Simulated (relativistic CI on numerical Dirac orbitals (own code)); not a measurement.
Spin-allowed bands of a d8 ion in a tetrahedral site, by hand

Problem. Take Δ = 3200 cm⁻¹ and B = 470 cm⁻¹ for a d8 ion in a tetrahedral site. Calculate the three spin-allowed bands.

Working.
1. The terms of highest spin are 3F (energy 0) and 3P (15B = 7050 cm⁻¹). Here the F term splits into A2 at +1.2Δ = 3840, T2 at +0.2Δ = 640 and T1 at −0.6Δ = -1920 cm⁻¹.
2. The two T1 states mix through the element 0.4Δ: H = [[-1920, 1280], [1280, 7050]], with roots ½(H₁₁ + H₂₂) ∓ ½√[(H₂₂ − H₁₁)² + 4H₁₂²] = ½(5130) ∓ ½(9328) = -2099 and 7229 cm⁻¹.
3. The ground term is 3T1 at -2099 cm⁻¹.
4. Bands: 3T2 2739 cm⁻¹ (3651 nm), 3A2 5939 cm⁻¹ (1684 nm), 3T1(P) 9328 cm⁻¹ (1072 nm).

Check. Exact diagonalisation of the whole d8 shell with these parameters gives 3T2 2739, 3A2 5939, 3T1 9328 cm⁻¹. The match is exact, since without spin-orbit coupling no other term has this spin. The ratio of the second band to the first, 2.168, depends on Δ/B = 6.8 alone, which is how a Tanabe-Sugano diagram is read.
